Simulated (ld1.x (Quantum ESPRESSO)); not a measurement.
An all-electron radial function and its pseudo partner (Gd (Z = 64))

Columns: radius, all-electron u(r) and pseudo u(r) of the 6s shell (level -15.21 eV) of gadolinium in the configuration [Xe] 4f7 5d1 6s0 6p0; LDA (PZ), scalar-relativistic, RRKJ scheme, ld1.x (Quantum ESPRESSO) 7.5.

```csv
r (bohr),all-electron,pseudo
0.178,0.1433,-0.0148
0.355,-0.1549,-0.0304
0.533,-0.1440,-0.0481
0.710,0.1063,-0.0686
0.888,0.2900,-0.0934
1.065,0.3335,-0.1236
1.243,0.2674,-0.1607
1.420,0.1395,-0.2055
1.598,-0.0133,-0.2590
1.775,-0.1646,-0.3199
1.953,-0.3015,-0.3869
2.130,-0.4156,-0.4552
2.308,-0.5057,-0.5200
2.485,-0.5712,-0.5748
2.662,-0.6147,-0.6152
2.840,-0.6388,-0.6389
3.018,-0.6466,-0.6466
3.195,-0.6409,-0.6409
3.373,-0.6247,-0.6247
3.550,-0.6006,-0.6006
3.728,-0.5706,-0.5706
3.905,-0.5369,-0.5369
4.083,-0.5007,-0.5007
4.260,-0.4637,-0.4637
4.438,-0.4263,-0.4263
4.615,-0.3898,-0.3898
```

Question: How many radial nodes do the two functions have?

Answer: The all-electron 6s function has n − l − 1 = 5 (the table is too coarse to show those close to the nucleus); the pseudo-wave has 0, since the states of the same l below it are removed with the core.

Question: At about which radius was the pseudo-wave matched?

Answer: 3.00 bohr. The columns agree to 0.0005 from 2.66 bohr on; several derivatives are matched, so the curves merge somewhat inside the radius.

Question: Where does each function peak?

Answer: Outermost all-electron maximum near 3.02 bohr, pseudo maximum near 3.02 bohr (to the table’s step).

Question: Is the pseudo-wave norm-conserving?

Answer: Yes: the RRKJ scheme keeps the norm inside the radius equal to the all-electron one, which fixes the energy derivative of the logarithmic derivative at the level.
